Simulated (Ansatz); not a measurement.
`FC[SiH2][SiH2]F` + `CO[SiH3]` → `FC[SiH2]O[SiH3]` + `C[SiH2]F`  (redistribution)

Computed with Ansatz on PBE0-D4/def2-TZVP structures; ΔE is electronic, products minus reactants. CBS: MP2 limit from def2 TZ/QZ plus the TZ coupled-cluster correction, frozen cores. DFT in def2-TZVPP. B3LYP here is the variant with VWN-RPA as its local correlation; programs differ in this. One conformer a species, not always the lowest.

`FC[SiH2][SiH2]F`:

Cartesian coordinates in Å:
```
F -0.288 -2.081 0.828
C -1.096 -0.954 0.934
Si -0.725 0.245 -0.493
Si 1.562 0.756 -0.544
F 1.983 1.354 0.889
H -0.901 -0.482 1.903
H -2.141 -1.281 0.923
H -1.119 -0.372 -1.789
H -1.536 1.476 -0.278
H 1.867 1.785 -1.573
H 2.394 -0.446 -0.800
```

`CO[SiH3]`:

Cartesian coordinates in Å:
```
C 0.325 0.468 1.236
O 0.583 -0.489 0.236
Si -0.242 -0.524 -1.182
H 0.496 1.488 0.870
H 1.003 0.283 2.071
H -0.705 0.398 1.604
H 0.311 -1.654 -1.963
H -0.072 0.755 -1.928
H -1.700 -0.724 -0.945
```

`FC[SiH2]O[SiH3]`:

Cartesian coordinates in Å:
```
F -1.610 -0.617 -1.216
C -1.071 0.660 -1.373
Si 0.722 0.658 -0.784
O 0.789 0.211 0.783
Si 0.393 -0.975 1.843
H -1.149 0.939 -2.430
H -1.686 1.359 -0.796
H 1.507 -0.288 -1.618
H 1.263 2.034 -0.917
H -1.043 -0.873 2.206
H 0.659 -2.309 1.245
H 1.226 -0.797 3.057
```

`C[SiH2]F`:

Cartesian coordinates in Å:
```
C -0.303 0.936 -0.032
Si 0.228 -0.838 0.034
F 1.817 -0.925 -0.167
H -0.048 1.387 -0.993
H -1.387 1.008 0.100
H 0.175 1.519 0.759
H -0.084 -1.452 1.349
H -0.398 -1.634 -1.052
```

```json
{"level": "PBE-D4", "ΔE (kJ/mol)": "-195.6", "difference from CCSD(T)/CBS": "31.6"}
{"level": "PBE0-D4", "ΔE (kJ/mol)": "-207.3", "difference from CCSD(T)/CBS": "19.9"}
{"level": "B3LYP-D4", "ΔE (kJ/mol)": "-218.1", "difference from CCSD(T)/CBS": "9.1"}
{"level": "ωB97X-V", "ΔE (kJ/mol)": "-217.0", "difference from CCSD(T)/CBS": "10.2"}
{"level": "ωB97M-V", "ΔE (kJ/mol)": "-227.8", "difference from CCSD(T)/CBS": "-0.6"}
{"level": "B2PLYP", "ΔE (kJ/mol)": "-225.8", "difference from CCSD(T)/CBS": "1.4"}
{"level": "B3LYP", "ΔE (kJ/mol)": "-216.7", "difference from CCSD(T)/CBS": "10.5"}
{"level": "HF/def2-TZVPP", "ΔE (kJ/mol)": "-237.4", "difference from CCSD(T)/CBS": "-10.2"}
{"level": "SCS-MP2/def2-QZVPP", "ΔE (kJ/mol)": "-236.6", "difference from CCSD(T)/CBS": "-9.4"}
{"level": "MP2/CBS(def2)", "ΔE (kJ/mol)": "-241.0", "difference from CCSD(T)/CBS": "-13.8"}
{"level": "CCSD(T)/CBS", "ΔE (kJ/mol)": "-227.2", "difference from CCSD(T)/CBS": "0"}
```

Largest T1 diagnostic among the species: 0.012.

From PBE to PBE0 (25 % exact exchange), in def2-TZVPP and without D4, ΔE moves by −11.8 kJ/mol.
